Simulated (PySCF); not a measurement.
NMR data simulated for an unnamed compound:

1H NMR (600 MHz, computed): δ 6.16 (br s, 1H), 5.39 (s, 2H), 3.26 (s, 2H), 1.94 (s, 3H).

13C{1H} NMR (computed): δ 230.9 (C), 171.7 (C), 100.7 (C), 84.5 (C), 83.7 (C), 82.5 (CH2), 22.3 (CH2), 4.8 (CH3).

- geometry from GFN2-xTB
- GIAO PBE0/pcSseg-1 shieldings
- program: PySCF 2.14
- in vacuum, no relativistic terms, fast rotation and ring inversion assumed for equivalent nuclei, one conformer

References, each an isolated molecule treated in the same way: TMS for 1H (σref 31.72) and 13C (σref 186.93).

Q: Which of these does the molecule contain: an OH group, a non-aromatic C=C double bond, a heteroaromatic ring, an N-methyl group, a C≡C triple bond, a benzene ring?

A: 
- An OH group: yes (δH 6.16 (br s)).
- A non-aromatic C=C double bond: yes.
- A heteroaromatic ring: no.
- An N-methyl group: no.
- A C≡C triple bond: yes (δC 83.7, 84.5).
- A benzene ring: no.

The data belong to `InChI=1S/C8H8O2/c1-3-5-6-7(4-2)8(9)10/h2,6H2,1H3,(H,9,10)`; they needn't prove each group on their own.

Carbon signals by region: 2 in the far downfield region (above 160 ppm), 1 in the sp2 and nitrile region (100–160 ppm), 3 at 50–100 ppm, 2 below 50 ppm. Above 160 ppm: 230.9, central carbon of an allene, 171.7, carboxylic acid carbon.

The OH or NH signal is concentration- and solvent-dependent in practice; the value given is the gas-phase one. Shifts are as computed. Against solution values, carbons near 30 ppm lie about +3 ppm off and those near 130 ppm about +5 ppm. Of 1211 compounds with measured shifts, 218 miss one by over three times the rms of a fit or turn the order of signals round; such compounds aren't used in these exercises. The C=O carbon of an acid or of an amide with N–H lies up to 10 ppm further downfield in solution, through hydrogen bonding that the calculation lacks. Multiplicities follow the n + 1 count of equivalent neighbours, as no J values were calculated; m marks all less simple cases, F and P coupling included.
